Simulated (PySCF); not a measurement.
## How the method moves the HOMO and LUMO of ethylbenzene

Compound: ethylbenzene, C8H10.
SMILES with atom numbers: `[CH3:1][CH2:2][c:3]1[cH:4][cH:5][cH:6][cH:7][cH:8]1` (hydrogens: H9, H10, H11 on C1; H12, H13 on C2; H14 on C4; H15 on C5; H16 on C6; H17 on C7; H18 on C8)

Cartesian coordinates in Å at the PBE0-D3(BJ)/def2-SVP level; atoms count from 1:
```
atom  x, y, z in Å
C1    -2.524   -0.494   -0.693
C2    -1.762    0.106    0.485
C3    -0.273    0.122    0.264
C4     0.520   -0.972    0.630
C5     1.891   -0.981    0.382
C6     2.496    0.109   -0.241
C7     1.720    1.207   -0.612
C8     0.349    1.209   -0.361
H9    -3.610   -0.495   -0.509
H10   -2.336    0.076   -1.616
H11   -2.209   -1.532   -0.879
H12   -1.989   -0.465    1.400
H13   -2.115    1.135    0.667
H14    0.053   -1.830    1.124
H15    2.492   -1.844    0.680
H16    3.571    0.106   -0.435
H17    2.185    2.068   -1.097
H18   -0.254    2.075   -0.651
```

Basis pcSseg-1 throughout (PySCF), one geometry. One conformer (not necessarily the lowest) at the PBE0-D3(BJ)/def2-SVP geometry, without solvent, vibrations or thermal averaging.

Task: How do the orbital energies, the gap and the dipole change with the method?

Result: 
```tsv
method	kind	HOMO (eV)	LUMO (eV)	gap (eV)	μ (D)	SCF cycles
OPBE	GGA	-5.99	-0.96	5.04	0.43	14
KT2	GGA	-6.02	-1.04	4.98	0.38	15
BP86	GGA	-6.11	-1.16	4.95	0.41	14
LDA	LDA	-6.22	-1.31	4.91	0.42	15
PBE0	global hybrid	-7.00	-0.15	6.85	0.39	13
HF	Hartree–Fock	-8.85	3.48	12.34	0.37	11
LC-wPBE	range-separated hybrid	-9.50	1.96	11.46	0.40	12
```

The HOMO spans 3.50 eV, from OPBE down to LC-wPBE, and the gap runs from 4.91 eV (LDA) to 12.34 eV (HF). Over the methods OPBE (0 %), KT2 (0 %), BP86 (0 %), LDA (0 %), PBE0 (25 %), HF (100 %), a straight line through the gap against the share of exact exchange rises by 0.74 eV for each 10 % (correlation coefficient 1.000). The dipole ranges from 0.37 D (HF) to 0.43 D (OPBE). This basis has no diffuse functions.

The vertical ΔSCF ionisation energy at wB97X-D/def2-SVPD is 8.82 eV; −ε(HOMO) comes closest to it with HF (8.85 eV).
